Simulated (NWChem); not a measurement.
System: CH$_{5}$BSe; SMILES CB[SeH]

The following NWChem deck was run.

```
start job
memory heap 200 mb stack 900 mb global 1100 mb
geometry units angstroms noautoz
  B     -0.626839    -0.998159     0.000269
  H     -1.836547    -1.116601     0.000164
  C      0.331619    -2.237800     0.002183
  H      0.097803    -2.884802    -0.872481
  H      0.109792    -2.868862     0.891712
  H      1.416618    -2.014934    -0.006340
  Se     0.106035     0.786318     0.000071
  H     -1.187965     1.516265     0.000784
end
basis spherical
  B library 6-31g*
  H library 6-31g*
  C library 6-31g*
  Se library 6-31g*
end
dft
  xc m06-l
  grid xfine
  iterations 150
  mulliken
end
task dft gradient
```

Excerpt of the output:

```
             Northwest Computational Chemistry Package (NWChem) 7.3.0
             --------------------------------------------------------

 C1  symmetry detected

                             Geometry "geometry" -> ""
                             -------------------------

 Output coordinates in angstroms (scale by  1.889725989 to convert to a.u.)

  No.       Tag          Charge          X              Y              Z
 ---- ---------------- ---------- -------------- -------------- --------------
    1 B                    5.0000    -0.64246764    -1.02065807    -0.00055289
    2 H                    1.0000    -1.85150866    -1.14572331     0.00013672
    3 C                    6.0000     0.32276558    -2.25503236    -0.00015447
    4 H                    1.0000     0.09186161    -2.90272735    -0.87507914
    5 H                    1.0000     0.10504314    -2.88788712     0.88911495
    6 H                    1.0000     1.40652139    -2.02622199    -0.00931266
    7 Se                  34.0000     0.08062298     0.76780559    -0.00009431
    8 H                    1.0000    -1.21735405     1.49065426     0.00203785

 Effective nuclear repulsion energy (a.u.)     145.8519229409

                                 NWChem DFT Module
                                 -----------------

 Summary of "ao basis" -> "ao basis" (spherical)
 ------------------------------------------------------------------------------
       Tag                 Description            Shells   Functions and Types
 ---------------- ------------------------------  ------  ---------------------
 B                           6-31g*                  6       14   3s2p1d
 H                           6-31g*                  2        2   2s
 C                           6-31g*                  6       14   3s2p1d
 Se                          6-31g*                 12       32   5s4p3d

            General Information
            -------------------
          SCF calculation type: DFT
          Wavefunction type:  closed shell.
          No. of atoms     :     8
          No. of electrons :    50
           Alpha electrons :    25
            Beta electrons :    25
          Charge           :     0
          Spin multiplicity:     1
          Use of symmetry is: off; symmetry adaption is: off
          Maximum number of iterations: 150
          AO basis - number of functions:    70
                     number of shells:    34
          Convergence on energy requested:  1.00D-06
          Convergence on density requested:  1.00D-05
          Convergence on gradient requested:  5.00D-04

              XC Information
              --------------
                        M06-L Method XC Functional
                         M06-L Exchange Functional  1.000
                       M06-L Correlation Potential  1.000

             Grid Information
             ----------------
          Grid used for XC integration:  xfine
          Radial quadrature: Mura-Knowles
          Angular quadrature: Lebedev.
          Tag              B.-S. Rad. Rad. Pts. Rad. Cut. Ang. Pts.
          ---              ---------- --------- --------- ---------
          B                   0.85      100           8.0      1454
          H                   0.35      100          12.0      1202
          C                   0.70      100          11.0      1454
          Se                  1.15      160          10.0      1454
          Grid pruning is: on
          Number of quadrature shells:   860
          Spatial weights used:  Erf1

      Superposition of Atomic Density Guess
      -------------------------------------

 Sum of atomic energies:       -2464.18284861

      Non-variational initial energy
      ------------------------------

 Total energy =   -2465.518760
 1-e energy   =   -3717.854036
 2-e energy   =    1106.483353
 HOMO         =      -0.312501
 LUMO         =       0.019367

     ---------------------------------------------
      Total Density - Mulliken Population Analysis
     ---------------------------------------------

    Atom       Charge   Shell Charges
 -----------   ------   -------------------------------------------------------
    1 B    5     4.68   2.00  0.62  1.08  0.48  0.46  0.04
    2 H    1     1.01   0.49  0.52
    3 C    6     6.91   2.00  0.72  2.10  0.71  1.36  0.02
    4 H    1     0.75   0.45  0.30
    5 H    1     0.75   0.45  0.30
    6 H    1     0.76   0.46  0.30
    7 Se  34    34.37   2.00  2.00  6.00  2.00  5.99  1.50  3.26  0.36  1.21  6.94  2.94  0.17
    8 H    1     0.77   0.38  0.39

   convergence    iter        energy       DeltaE   RMS-Dens  Diis-err
 ---------------- ----- ----------------- --------- --------- ---------
 d= 0,ls=0.0,diis     1  -2467.1045963749 -2.61D+03  1.08D-02  2.48D-01
 d= 0,ls=0.0,diis     2  -2467.1137751317 -9.18D-03  8.39D-03  1.89D-01
 d= 0,ls=0.0,diis     3  -2467.1343779324 -2.06D-02  3.58D-03  3.60D-02
 d= 0,ls=0.0,diis     4  -2467.1401564166 -5.78D-03  8.01D-04  3.72D-03
 d= 0,ls=0.0,diis     5  -2467.1407690505 -6.13D-04  2.76D-04  4.72D-05
  Resetting Diis
 d= 0,ls=0.0,diis     6  -2467.1407789577 -9.91D-06  6.70D-05  1.57D-05
 d= 0,ls=0.0,diis     7  -2467.1407810325 -2.07D-06  3.03D-05  9.30D-07
 d= 0,ls=0.0,diis     8  -2467.1407810214  1.12D-08  1.59D-05  9.10D-07
 d= 0,ls=0.0,diis     9  -2467.1407811846 -1.63D-07  1.66D-06  1.84D-08

         Total DFT energy =    -2467.140781184642
      One electron energy =    -3720.636668724893
           Coulomb energy =     1206.050326189129
    Exchange-Corr. energy =      -98.406361589803
 Nuclear repulsion energy =      145.851922940925

 Numeric. integr. density =       49.999999335331

                       DFT Final Molecular Orbital Analysis
                       ------------------------------------

 Vector   23  Occ=2.000000D+00  E=-3.061852D-01
              MO Center= -2.4D-01, -1.3D+00,  1.9D-04, r^2= 2.8D+00
   Bfn.  Coefficient  Atom+Function         Bfn.  Coefficient  Atom+Function
  ----- ------------  ---------------      ----- ------------  ---------------
    20      0.338072  3 C  py                 4     -0.278727  1 B  py
    48      0.256905  7 Se py                 3      0.236396  1 B  px
    19     -0.199551  3 C  px                24      0.193018  3 C  py
    70      0.135169  8 H  s                 16     -0.125027  2 H  s
    15     -0.121247  2 H  s                 44     -0.112846  7 Se py

 Vector   24  Occ=2.000000D+00  E=-2.713336D-01
              MO Center= -2.7D-01, -1.9D-02, -9.2D-04, r^2= 3.4D+00
   Bfn.  Coefficient  Atom+Function         Bfn.  Coefficient  Atom+Function
  ----- ------------  ---------------      ----- ------------  ---------------
    47      0.415245  7 Se px                48      0.377556  7 Se py
    16      0.244977  2 H  s                  3     -0.223616  1 B  px
    15      0.196130  2 H  s                  4     -0.189930  1 B  py
    43     -0.180059  7 Se px                50      0.170980  7 Se s
    44     -0.163931  7 Se py                46     -0.159757  7 Se s

 Vector   25  Occ=2.000000D+00  E=-2.363382D-01
              MO Center= -2.0D-02,  4.8D-01,  2.2D-04, r^2= 2.2D+00
   Bfn.  Coefficient  Atom+Function         Bfn.  Coefficient  Atom+Function
  ----- ------------  ---------------      ----- ------------  ---------------
    49      0.691459  7 Se pz                53      0.329486  7 Se pz
    45     -0.295879  7 Se pz                 5      0.161541  1 B  pz
     9      0.107084  1 B  pz                41      0.088662  7 Se pz
    34     -0.064056  5 H  s                 32      0.063321  4 H  s
    21     -0.061203  3 C  pz                33     -0.050420  5 H  s

 Vector   26  Occ=0.000000D+00  E=-4.655631D-02
              MO Center= -4.8D-01, -8.0D-01,  6.3D-05, r^2= 2.8D+00
   Bfn.  Coefficient  Atom+Function         Bfn.  Coefficient  Atom+Function
  ----- ------------  ---------------      ----- ------------  ---------------
     9      0.624524  1 B  pz                 5      0.502977  1 B  pz
    49     -0.314181  7 Se pz                53     -0.293074  7 Se pz
    34     -0.220602  5 H  s                 32      0.217354  4 H  s
    45      0.126373  7 Se pz                33     -0.101735  5 H  s
    31      0.100452  4 H  s                 65     -0.080668  7 Se d -1

 Vector   27  Occ=0.000000D+00  E= 6.395438D-03
              MO Center= -2.4D-01,  8.1D-01,  2.0D-04, r^2= 3.3D+00
   Bfn.  Coefficient  Atom+Function         Bfn.  Coefficient  Atom+Function
  ----- ------------  ---------------      ----- ------------  ---------------
    70      1.150488  8 H  s                 52     -0.614046  7 Se py
    51      0.517923  7 Se px                 6     -0.483348  1 B  s
    47      0.414223  7 Se px                48     -0.390406  7 Se py
    16      0.321431  2 H  s                 46      0.276754  7 Se s
    22     -0.244718  3 C  s                 69      0.224605  8 H  s

 Vector   28  Occ=0.000000D+00  E= 8.020516D-02
              MO Center= -3.6D-02,  2.9D-01, -9.9D-04, r^2= 4.7D+00
   Bfn.  Coefficient  Atom+Function         Bfn.  Coefficient  Atom+Function
  ----- ------------  ---------------      ----- ------------  ---------------
     6      1.345949  1 B  s                 52      0.976474  7 Se py
    50     -0.951060  7 Se s                  8      0.724324  1 B  py
    51      0.623570  7 Se px                70      0.549695  8 H  s
    46      0.506912  7 Se s                 36     -0.422790  6 H  s
     7      0.356699  1 B  px                 4      0.308297  1 B  py

     ---------------------------------------------
      Total Density - Mulliken Population Analysis
     ---------------------------------------------

    Atom       Charge   Shell Charges
 -----------   ------   -------------------------------------------------------
    1 B    5     4.80   2.00  0.57  1.37  0.40  0.42  0.04
    2 H    1     1.03   0.53  0.50
    3 C    6     6.70   2.00  0.67  2.08  0.72  1.21  0.02
    4 H    1     0.81   0.52  0.29
    5 H    1     0.81   0.52  0.29
    6 H    1     0.82   0.52  0.30
    7 Se  34    34.12   2.00  2.00  6.00  2.00  5.99  1.55  3.20  0.34  0.96  6.93  2.91  0.23
    8 H    1     0.92   0.48  0.44

     -------------------------------------------
      Total Density - Lowdin Population Analysis
     -------------------------------------------

    Atom       Charge   Shell Charges
 -----------   ------   -------------------------------------------------------
    1 B    5     5.18   1.98  0.47  1.25  0.40  0.97  0.10
    2 H    1     0.98   0.50  0.48
    3 C    6     6.45   1.99  0.56  1.89  0.45  1.52  0.04
    4 H    1     0.84   0.48  0.36
    5 H    1     0.84   0.48  0.36
    6 H    1     0.86   0.49  0.37
    7 Se  34    33.96   2.00  2.00  5.99  1.99  5.89  1.17  2.85  0.52  1.46  6.70  3.07  0.31
    8 H    1     0.90   0.47  0.44

     Multipole analysis of the density
     ---------------------------------

     L   x y z        total         alpha         beta         nuclear
     -   - - -        -----         -----         ----         -------
     0   0 0 0     -0.000000    -25.000000    -25.000000     50.000000

     1   1 0 0     -0.081251     -0.040625     -0.040625      0.000000
     1   0 1 0     -0.133453     -0.066727     -0.066727     -0.000000
     1   0 0 1      0.001698      0.000849      0.000849     -0.000000

     2   2 0 0    -24.252046    -29.655845    -29.655845     35.059643
     2   1 1 0     -1.283975      3.102187      3.102187     -7.488349
     2   1 0 1     -0.001539      0.002096      0.002096     -0.005731
     2   0 2 0    -22.504534   -154.397719   -154.397719    286.290905
     2   0 1 1     -0.003212      0.004371      0.004371     -0.011953
     2   0 0 2    -24.754288    -15.156114    -15.156114      5.557939

            General Information
            -------------------
          SCF calculation type: DFT
          Wavefunction type:  closed shell.
          No. of atoms     :     8
          No. of electrons :    50
           Alpha electrons :    25
            Beta electrons :    25
          Charge           :     0
          Spin multiplicity:     1
          Use of symmetry is: off; symmetry adaption is: off
          Maximum number of iterations: 150
          AO basis - number of functions:    70
                     number of shells:    34
          Convergence on energy requested:  1.00D-06
          Convergence on density requested:  1.00D-05
          Convergence on gradient requested:  5.00D-04

              XC Information
              --------------
                        M06-L Method XC Functional
                         M06-L Exchange Functional  1.000
                       M06-L Correlation Potential  1.000

             Grid Information
             ----------------
          Grid used for XC integration:  xfine
          Radial quadrature: Mura-Knowles
          Angular quadrature: Lebedev.
          Tag              B.-S. Rad. Rad. Pts. Rad. Cut. Ang. Pts.
          ---              ---------- --------- --------- ---------
          B                   0.85      100           8.0      1454
          H                   0.35      100          12.0      1202
          C                   0.70      100          11.0      1454
          Se                  1.15      160          10.0      1454
          Grid pruning is: on
          Number of quadrature shells:   860
          Spatial weights used:  Erf1

          Convergence Information
          -----------------------
          Convergence aids based upon iterative change in
          total energy or number of iterations.
          Levelshifting, if invoked, occurs when the
          HOMO/LUMO gap drops below (HL_TOL):  1.00D-02
          DIIS, if invoked, will attempt to extrapolate
          using up to (NFOCK): 10 stored Fock matrices.

                    Damping( 0%)  Levelshifting(0.5)       DIIS
                  --------------- ------------------- ---------------
          dE  on:    start            ASAP                start
          dE off:    2 iters        150 iters           150 iters

                            NWChem DFT Gradient Module
                            --------------------------

  charge          =   0.00
  wavefunction    = closed shell

                         DFT ENERGY GRADIENTS

    atom               coordinates                        gradient
                 x          y          z           x          y          z
   1 B      -1.214088  -1.928764  -0.001045    0.005540   0.002151   0.000023
   2 H      -3.498844  -2.165103   0.000258   -0.010551  -0.000674  -0.000013
   3 C       0.609938  -4.261393  -0.000292    0.001979   0.003591  -0.000090
   4 H       0.173593  -5.485359  -1.653660   -0.002919  -0.004587  -0.006798
   5 H       0.198503  -5.457315   1.680184   -0.002798  -0.004438   0.006934
   6 H       2.657940  -3.829004  -0.017598    0.007776   0.002281  -0.000066
   7 Se      0.152355   1.450942  -0.000178    0.004516  -0.000270   0.000002
   8 H      -2.300466   2.816928   0.003851   -0.003544   0.001946   0.000008
```

Level: M06-L/6-31G* (spherical d). All runs use the structure optimised with PBE-D3(BJ)/def2-SVP.
